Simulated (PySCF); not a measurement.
C5H6N2Si.
Atom-mapped SMILES: `[N:1]#[C:2][c:3]1[cH:4][cH:5][n:6]([SiH3:7])[cH:8]1`

Structure used (PBE0-D3(BJ)/def2-SVP), in Å, numbered top down from 1:
```xyz
14
C5H6N2Si angstrom
N     -2.9665    2.2366    1.2037
C     -2.0950    1.5176    0.9398
C     -1.0319    0.6329    0.6160
C     -1.1343   -0.6402   -0.0307
C      0.1410   -1.1284   -0.1386
N      1.0253   -0.2184    0.4098
Si     2.7904   -0.4280    0.5460
C      0.3105    0.8542    0.8713
H     -2.0495   -1.1189   -0.3712
H      0.4947   -2.0625   -0.5713
H      3.3142    0.8795    1.0198
H      3.0939   -1.5137    1.5186
H      3.3245   -0.7856   -0.7960
H      0.7913    1.7058    1.3474
```

NICS is the negative of the GIAO shielding at a point without a nucleus: at the ring centre (0) and 1 Å above and below it (1); zz is the component along the ring normal. Level: GIAO PBE0/pcSseg-1 (PySCF, non-relativistic, gas phase) on the PBE0-D3(BJ)/def2-SVP geometry, one conformer.

Ring bond lengths (Å), with Mayer bond orders in brackets: C3–C4 1.432 (1.29), C4–C5 1.370 (1.57), C5–N6 1.382 (1.10), N6–C8 1.369 (1.14), C8–C3 1.384 (1.45).

Task: What do the NICS probes read (ppm)?

Result: 
```
          ring                                               type  NICS(0)  NICS(1), two faces  NICS(1)zz, two faces  rms pucker (Å)  centre to ring atoms, mean (Å)
C3–C4–C5–N6–C8  5-membered ring with N; formal bonds all aromatic    -13.7       -11.1 / -11.0         -28.1 / -27.9            0.00                            1.18
```

Task: What do they say, and how far can they be read as aromaticity?

Result: 
- C3–C4–C5–N6–C8: mean NICS(1)zz -28.0 ppm, shielded. For a flat ring without four-coordinate atoms the NICS criterion counts such a value as aromatic.

Task: How equal are the bonds by HOMA? HOMA = 1 − mean of α(R − Ropt)² over the ring bonds, with Krygowski's 1993 parameters (CC: Ropt 1.388 Å, α 257.7 Å⁻²; CN: Ropt 1.334 Å, α 93.52 Å⁻²).

Result: 
- C3–C4–C5–N6–C8: HOMA 0.82; the largest term is that of C3–C4, α(R − Ropt)² = 0.49. The geometric and the magnetic index point the same way.

Task: At the first NICS(1) probe listed for ring C3–C4–C5–N6–C8, 1 Å off the ring, how large is the induced field along the normal in 9.4 T applied along it?

Result: NICSzz × B0 = -28.1 ppm × 9.4 T = -264 μT, against the applied field.

Task: How do the values depend on the level or the medium?

Result: 
```json
{"level": "PBE0/pcSseg-1, gas", "NICS(0), C3–C4–C5–N6–C8": "-13.7", "mean NICS(1)zz, C3–C4–C5–N6–C8": "-28.0"}
{"level": "wB97X-D/pcSseg-1, gas", "NICS(0), C3–C4–C5–N6–C8": "-13.5", "mean NICS(1)zz, C3–C4–C5–N6–C8": "-28.0"}
```

The geometry is the same throughout.

The run took 42 s on one thread of an Arm Neoverse N1 (shared host), and the process peaked at 0.82 GiB of memory. This is the whole shielding run at PBE0/pcSseg-1, SCF included.
